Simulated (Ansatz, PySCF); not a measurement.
Gas-phase reaction in SMILES: [CH2]C/C=C\C -> [H]/[C]=C/CCC
Structures are relaxed separately at B3LYP-D3(BJ)/def2-TZVP in Ansatz (an electronic-structure program), one conformer each, not searched for the lowest. Frequencies are from Ansatz or PySCF. Markedly spin-contaminated UHF reference, which strains HF, MP2 and, less, CCSD(T): [H]/[C]=C/CCC.

Quantity: isomerisation energy (enthalpy at 298 K, with B3LYP-D3(BJ) rigid-rotor harmonic-oscillator terms), in kJ/mol. Correlated levels leave the core frozen unless marked. Open shells are spin-unrestricted. No spin-orbit coupling. Non-relativistic. Basis-set limits of correlation are two-point, X^-3; Hartree-Fock from the larger set.

| level | program | isomerisation energy (kJ/mol) |
|---|---|---|
| HF/cc-pwCVTZ | Ansatz | 36.1 |

Problem. Estimate the value at CCSD(T)/CBS(cc-pVTZ,cc-pVQZ) as computed with Ansatz.

Solution. 44.9 kJ/mol
